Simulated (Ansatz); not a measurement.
`F[Si](F)(F)[GeH3]` + `[SiH3]S` → `[SiH3][S][GeH3]` + `F[SiH](F)F` at 600 K and 1 bar (cleavage of the Ge–Si bond).

Calculated with Ansatz (gas phase, PBE0-D4/def2-TZVP geometries, no zero-point term in ΔE). CCSD(T)/CBS is the MP2 limit (def2-TZVPP, def2-QZVPP) plus CCSD(T) − MP2 in def2-TZVPP, frozen cores. For Ge outer-core shells are correlated without core-valence functions, which leaves a few kJ/mol of doubt a bond. Scalar relativity is left out up to krypton.

| species | CCSD(T)/CBS energy (Eh) | H − E (kJ/mol) | S (J/(mol·K)) |
| --- | --- | --- | --- |
| `F[Si](F)(F)[GeH3]` | -2666.58098 | 147.1 | 442.8 |
| `[SiH3]S` | -689.27336 | 126.3 | 326.2 |
| `[SiH3][S][GeH3]` | -2766.60510 | 189.6 | 437.2 |
| `F[SiH](F)F` | -589.26725 | 84.1 | 330.7 |

H − E and S are ideal-gas, rigid-rotor, harmonic terms from PBE0-D4/def2-TZVP. 1 Eh = 2625.50 kJ/mol, R = 8.31446 J/(mol·K).

**Question.** By hand: ΔE, ΔH, ΔS and ΔG.

**Answer.** ΔE = (-2766.60510) + (-589.26725) − (-2666.58098) − (-689.27336) = -0.01801 Eh = -47.3 kJ/mol. Δ(H − E) = 189.6 + 84.1 − 147.1 − 126.3 = 0.3, so ΔH = -47.0 kJ/mol. ΔS = 437.2 + 330.7 − 442.8 − 326.2 = -1.1 J/(mol·K). ΔG = -47.0 − 600 × (-1.1)/1000 = -46.3 kJ/mol.

**Question.** By hand: the equilibrium constant, and the temperature at which ΔG would vanish if ΔH and ΔS stayed fixed.

**Answer.** log₁₀ K = −ΔG/(RT ln 10) = 4.0. ΔG = 0 at ΔH/ΔS = 42727 K, far beyond where these terms or the molecules hold.

The number of gas molecules stays the same, so ΔS is small and ΔH decides. A doubt of 5 kJ/mol in ΔE shifts log₁₀ K by 0.4 here. Modes under 60 cm⁻¹, often nearly free rotors, make the harmonic entropy too high. These are equilibria of isolated gas molecules and say nothing of rates. Largest T1 diagnostic: 0.012 (customary marks: 0.02 for closed shells, 0.045 for open ones).
